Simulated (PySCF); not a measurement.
EPR parameters of C5H3F4O

Compound: C5H3F4O (doublet state).
Z-matrix (Å and degrees, GFN2-xTB geometry), rows numbered from 1:
```
F 
C   1  1.3252
C   2  1.3802  1  124.64
O   3  1.3469  2  111.17  1  -179.75
C   4  1.4189  3  108.78  2     0.13
C   2  1.3883  1  126.49  3   179.94
C   6  1.4757  2  129.99  1     1.80
F   7  1.3558  6  112.94  2    91.32
F   7  1.3350  6  113.43  2   -29.54
F   7  1.3481  6  111.51  2  -150.52
H   3  1.0711  2  130.74  1     0.23
H   5  1.1007  4  108.95  3   121.23
H   5  1.1003  4  108.96  3  -122.08
```

The hyperfine couplings belong to this conformer and change with its torsions.

The species is `FC1=COC[C]1C(F)(F)F` [radical].

Computed with PySCF, UKS B3LYP, pcH-1 on C F H O, non-relativistic, mean-field spin-orbit, GIAO. Isolated species at its GFN2-xTB geometry, gas phase. A GFN2-xTB geometry isn't a minimum of the functional, and hyperfine couplings can be far from their values at a DFT geometry. The SCF solution wasn't tested for stability.

```
g1, g2, g3                      : 2.00226, 2.00315, 2.00410
g_iso                           : 2.00317
Form of g                       : rhombic: the two nearest values differ by 48 % of g3 − g1
⟨S²⟩                            : 0.7678 (exact 0.7500)
α and β electrons               : 39, 38
HOMO–LUMO gap, α and β orbitals : 5.70, 5.26 eV
Total energy                    : -666.89138 Eh
```

Hyperfine couplings atom by atom, in 10⁻⁴ cm⁻¹; T1 to T3 are the principal values of the dipolar part (1 × 10⁻⁴ cm⁻¹ = 2.998 MHz):

| atom | isotope | a_iso | T1 | T2 | T3 | Mulliken spin population |
| --- | --- | --- | --- | --- | --- | --- |
| F1 | 19F | -7.4 | -16.1 | 5.2 | 10.9 | -0.01 |
| C2 | 13C | -14.8 | -6.7 | 3.2 | 3.5 | -0.15 |
| C3 | 13C | 14.0 | -15.0 | -14.5 | 29.5 | 0.50 |
| O4 | 17O | -6.5 | -19.1 | 9.1 | 10.0 | 0.12 |
| C5 | 13C | -9.9 | -0.2 | -0.1 | 0.3 | -0.06 |
| C6 | 13C | 15.9 | -14.9 | -14.4 | 29.3 | 0.50 |
| C7 | 13C | -7.8 | -0.7 | 0.1 | 0.6 | -0.01 |
| F8 | 19F | 35.3 | -15.8 | -14.9 | 30.7 | 0.02 |
| F9 | 19F | 7.0 | -5.8 | -5.0 | 10.9 | 0.00 |
| F10 | 19F | 7.4 | -5.8 | -5.5 | 11.3 | 0.01 |
| H11 | 1H | -13.0 | -7.2 | -0.3 | 7.6 | -0.02 |
| H12 | 1H | 39.3 | -1.2 | -0.3 | 1.5 | 0.05 |
| H13 | 1H | 38.1 | -1.2 | -0.3 | 1.6 | 0.05 |

The Mulliken spin populations are largest on C3 (+0.50), C6 (+0.50), C2 (-0.15) and O4 (+0.12). The positive populations add up to 1.25 and the negative ones to -0.25, together 2S = 1. The angles at C3 add up to 360.0°, so it is planar.

The SMILES `FC1=COC[C]1C(F)(F)F` draws the unpaired electron on C6, whose computed spin population is only +0.50.

Axes: g2 points within 7° of the F1–C2 bond and g3 points within 8° of the C6–C7 bond.

Under fast tumbling the dipolar parts average out, and these isotropic splittings remain: 2 × 1H (H12/H13, I = 1/2, 3 lines) with 4.14 mT, 3 × 19F (F8/F9/F10, I = 1/2, 4 lines) with 1.77 mT, 1 × 1H (H11, I = 1/2, 2 lines) with 1.39 mT and 1 × 19F (F1, I = 1/2, 2 lines) with 0.80 mT.

Nuclei that the bonding pattern makes equivalent are averaged, as if the motion that swaps them (rotation, inversion, ring flip) were fast. The three 19F nuclei of mean +49.8 MHz run from 21.1 to 105.9 MHz in the frozen geometry.

The 17O coupling of O4 (-19.4 MHz) shows only in satellite lines or after enrichment, since that isotope makes up about 0.038 % of natural oxygen.

The 13C coupling of C6 (47.6 MHz) shows only in satellite lines or after enrichment, since that isotope makes up about 1.07 % of natural carbon.

The spin density at the nucleus, in bohr⁻³, is negative for C2 (-0.0393), C5 (-0.0263) and C7 (-0.0208), for instance. A restricted open-shell determinant has no negative spin density anywhere; here it arises because α and β orbitals differ (spin polarisation).

Hardware: an Intel Xeon at 2.60 GHz with one thread, no GPU, on a shared host. Cost: 65 s wall (with the writing of density and orbital grids), 0.96 GiB resident at most.
